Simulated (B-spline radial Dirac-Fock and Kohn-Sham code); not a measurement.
How the binding energies of Nd⁴⁴⁺ add up

System: neodymium as Nd⁴⁴⁺, [Ne] 3s2 3p4; nuclear rms radius 4.9123 fm (A = 142).

Method: Dirac-Fock energy differences between relaxed states, corrected for Breit and QED terms. Computed with a radial B-spline solver. No correlation. Energies are counted from the vacuum level. Subshells whose hole state is unreliable or did not converge are left out.

All terms are in eV, carry their sign (relaxation lowers the binding energy) and add up to the binding energy; ⟨r⟩ is the mean radius of the orbital in the initial state.

| subshell | −ε (Koopmans) | relaxation | Gaunt | retardation | QED | binding energy | ⟨r⟩ (bohr) |
| --- | --- | --- | --- | --- | --- | --- | --- |
| K | 46631.5 | -29.65 | -126.57 | 10.68 | -59.32 | 46426.6 | 0.024 |
| L1 | 9886.9 | -6.23 | -13.07 | 0.83 | -8.10 | 9860.3 | 0.099 |
| L2 | 9507.2 | -8.12 | -21.74 | 2.19 | 0.36 | 9479.8 | 0.083 |
| M1 | 3840.2 | -0.73 | -3.11 | 0.30 | -2.14 | 3834.5 | 0.243 |
| M2,3 | 3612.7 | -0.80 | -4.20 | 0.79 | -0.11 | 3608.4 | 0.240 |

For the deepest level, K (1s), the Breit terms make up -0.250 % of the binding energy, QED -0.128 % and orbital relaxation -0.064 %.

Going to the tabulated ground configuration of the next ion removes an electron from M2,3 (3p), computed at 3608.4 eV. NIST lists 3567 ± 4 eV as the ionisation energy of this species (theoretical), -41.41 eV from the computed value. Where a p, d or f shell is open in either ion the computed value averages over both j values and all terms, while the table refers to the lowest levels; that difference holds spin-orbit splitting (largest in heavy or highly charged ions), term energies where several electrons share open shells, and correlation, and it can reach 10 % or more.
